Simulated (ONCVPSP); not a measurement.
**An all-electron radial function and its pseudo partner (magnesium (Mg))**

Columns: radius, all-electron u(r) and pseudo u(r) of the 2s shell (level -79.30 eV) of magnesium in the configuration [He] 2s2 2p6 3s2; LDA (Perdew-Wang 92), scalar-relativistic, ONCV scheme, ONCVPSP 4.0.1.

| r (bohr) | all-electron | pseudo |
| --- | --- | --- |
| 0.065 | -0.5583 | 0.2252 |
| 0.130 | -0.3297 | 0.4408 |
| 0.195 | 0.1043 | 0.6379 |
| 0.260 | 0.5185 | 0.8090 |
| 0.325 | 0.8388 | 0.9485 |
| 0.390 | 1.0542 | 1.0531 |
| 0.455 | 1.1777 | 1.1218 |
| 0.520 | 1.2287 | 1.1559 |
| 0.585 | 1.2266 | 1.1582 |
| 0.650 | 1.1879 | 1.1335 |
| 0.715 | 1.1255 | 1.0870 |
| 0.780 | 1.0490 | 1.0244 |
| 0.845 | 0.9654 | 0.9512 |
| 0.910 | 0.8796 | 0.8723 |
| 0.975 | 0.7950 | 0.7917 |
| 1.040 | 0.7139 | 0.7126 |
| 1.105 | 0.6375 | 0.6371 |
| 1.170 | 0.5667 | 0.5666 |
| 1.235 | 0.5018 | 0.5017 |
| 1.300 | 0.4429 | 0.4428 |
| 1.365 | 0.3897 | 0.3897 |
| 1.430 | 0.3421 | 0.3421 |
| 1.495 | 0.2998 | 0.2997 |
| 1.560 | 0.2621 | 0.2621 |
| 1.625 | 0.2288 | 0.2288 |
| 1.690 | 0.1994 | 0.1994 |

How many radial nodes do the two functions have?

The all-electron 2s function has n − l − 1 = 1; the pseudo-wave has 0, since the states of the same l below it are removed with the core.

At about which radius was the pseudo-wave matched?

1.30 bohr. The columns agree to 0.0005 from 1.10 bohr on; several derivatives are matched, so the curves merge somewhat inside the radius.

Is the pseudo-wave norm-conserving?

Yes: the ONCV scheme keeps the norm inside the radius equal to the all-electron one, which fixes the energy derivative of the logarithmic derivative at the level.
